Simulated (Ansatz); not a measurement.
GeI2. The state is a singlet with charge 0. Geometry PBE-D4/def2-TZVP.

```xyz
3

Ge    0.9488   -0.1797   -0.4719
I     0.3664    1.5118    1.3854
I    -1.3152   -1.3322   -0.9136
```

In the def2 sets I takes a core potential; there is no spin–orbit coupling. LC-ωPBE has ω = 0.4 bohr⁻¹.

**Question.** Estimate the orbital energies around the gap (eV) in Ansatz with LDA (SPW92)/def2-TZVP, PBE-D4/def2-TZVP, r2SCANh-D4/def2-TZVP, PBE0-D4/def2-TZVPD, LC-ωPBE/def2-TZVP.

**Answer.** 
```json
{"orbital": "HOMO−13", "LDA (SPW92)/def2-TZVP": "-31.44", "PBE-D4/def2-TZVP": "-31.13", "r2SCANh-D4/def2-TZVP": "-33.58", "PBE0-D4/def2-TZVPD": "-35.30", "LC-ωPBE/def2-TZVP": "-37.36"}
{"orbital": "HOMO−12", "LDA (SPW92)/def2-TZVP": "-31.41", "PBE-D4/def2-TZVP": "-31.10", "r2SCANh-D4/def2-TZVP": "-33.54", "PBE0-D4/def2-TZVPD": "-35.26", "LC-ωPBE/def2-TZVP": "-37.32"}
{"orbital": "HOMO−11", "LDA (SPW92)/def2-TZVP": "-31.38", "PBE-D4/def2-TZVP": "-31.07", "r2SCANh-D4/def2-TZVP": "-33.50", "PBE0-D4/def2-TZVPD": "-35.22", "LC-ωPBE/def2-TZVP": "-37.26"}
{"orbital": "HOMO−10", "LDA (SPW92)/def2-TZVP": "-31.32", "PBE-D4/def2-TZVP": "-31.00", "r2SCANh-D4/def2-TZVP": "-33.43", "PBE0-D4/def2-TZVPD": "-35.14", "LC-ωPBE/def2-TZVP": "-37.16"}
{"orbital": "HOMO−9", "LDA (SPW92)/def2-TZVP": "-31.30", "PBE-D4/def2-TZVP": "-30.97", "r2SCANh-D4/def2-TZVP": "-33.40", "PBE0-D4/def2-TZVPD": "-35.11", "LC-ωPBE/def2-TZVP": "-37.12"}
{"orbital": "HOMO−8", "LDA (SPW92)/def2-TZVP": "-18.04", "PBE-D4/def2-TZVP": "-17.76", "r2SCANh-D4/def2-TZVP": "-19.17", "PBE0-D4/def2-TZVPD": "-19.80", "LC-ωPBE/def2-TZVP": "-23.44"}
{"orbital": "HOMO−7", "LDA (SPW92)/def2-TZVP": "-17.56", "PBE-D4/def2-TZVP": "-17.27", "r2SCANh-D4/def2-TZVP": "-18.61", "PBE0-D4/def2-TZVPD": "-19.23", "LC-ωPBE/def2-TZVP": "-22.70"}
{"orbital": "HOMO−6", "LDA (SPW92)/def2-TZVP": "-12.73", "PBE-D4/def2-TZVP": "-12.46", "r2SCANh-D4/def2-TZVP": "-13.43", "PBE0-D4/def2-TZVPD": "-13.95", "LC-ωPBE/def2-TZVP": "-17.14"}
{"orbital": "HOMO−5", "LDA (SPW92)/def2-TZVP": "-8.56", "PBE-D4/def2-TZVP": "-8.38", "r2SCANh-D4/def2-TZVP": "-9.16", "PBE0-D4/def2-TZVPD": "-9.54", "LC-ωPBE/def2-TZVP": "-12.04"}
{"orbital": "HOMO−4", "LDA (SPW92)/def2-TZVP": "-7.74", "PBE-D4/def2-TZVP": "-7.55", "r2SCANh-D4/def2-TZVP": "-8.30", "PBE0-D4/def2-TZVPD": "-8.73", "LC-ωPBE/def2-TZVP": "-11.40"}
{"orbital": "HOMO−3", "LDA (SPW92)/def2-TZVP": "-7.56", "PBE-D4/def2-TZVP": "-7.37", "r2SCANh-D4/def2-TZVP": "-8.09", "PBE0-D4/def2-TZVPD": "-8.48", "LC-ωPBE/def2-TZVP": "-11.04"}
{"orbital": "HOMO−2", "LDA (SPW92)/def2-TZVP": "-6.94", "PBE-D4/def2-TZVP": "-6.76", "r2SCANh-D4/def2-TZVP": "-7.45", "PBE0-D4/def2-TZVPD": "-7.83", "LC-ωPBE/def2-TZVP": "-10.29"}
{"orbital": "HOMO−1", "LDA (SPW92)/def2-TZVP": "-6.56", "PBE-D4/def2-TZVP": "-6.39", "r2SCANh-D4/def2-TZVP": "-7.08", "PBE0-D4/def2-TZVPD": "-7.49", "LC-ωPBE/def2-TZVP": "-9.96"}
{"orbital": "HOMO", "LDA (SPW92)/def2-TZVP": "-6.51", "PBE-D4/def2-TZVP": "-6.33", "r2SCANh-D4/def2-TZVP": "-6.95", "PBE0-D4/def2-TZVPD": "-7.32", "LC-ωPBE/def2-TZVP": "-9.63"}
{"orbital": "LUMO", "LDA (SPW92)/def2-TZVP": "-4.24", "PBE-D4/def2-TZVP": "-4.01", "r2SCANh-D4/def2-TZVP": "-3.78", "PBE0-D4/def2-TZVPD": "-3.40", "LC-ωPBE/def2-TZVP": "-1.44"}
{"orbital": "LUMO+1", "LDA (SPW92)/def2-TZVP": "-2.41", "PBE-D4/def2-TZVP": "-2.17", "r2SCANh-D4/def2-TZVP": "-1.76", "PBE0-D4/def2-TZVPD": "-1.57", "LC-ωPBE/def2-TZVP": "0.45"}
{"orbital": "LUMO+2", "LDA (SPW92)/def2-TZVP": "-1.90", "PBE-D4/def2-TZVP": "-1.65", "r2SCANh-D4/def2-TZVP": "-1.22", "PBE0-D4/def2-TZVPD": "-1.05", "LC-ωPBE/def2-TZVP": "1.01"}
{"orbital": "LUMO+3", "LDA (SPW92)/def2-TZVP": "2.42", "PBE-D4/def2-TZVP": "2.62", "r2SCANh-D4/def2-TZVP": "3.42", "PBE0-D4/def2-TZVPD": "0.37", "LC-ωPBE/def2-TZVP": "5.43"}
{"orbital": "LUMO+4", "LDA (SPW92)/def2-TZVP": "2.71", "PBE-D4/def2-TZVP": "2.84", "r2SCANh-D4/def2-TZVP": "3.62", "PBE0-D4/def2-TZVPD": "0.64", "LC-ωPBE/def2-TZVP": "5.57"}
{"orbital": "LUMO+5", "LDA (SPW92)/def2-TZVP": "2.71", "PBE-D4/def2-TZVP": "2.90", "r2SCANh-D4/def2-TZVP": "3.71", "PBE0-D4/def2-TZVPD": "0.74", "LC-ωPBE/def2-TZVP": "5.82"}
```
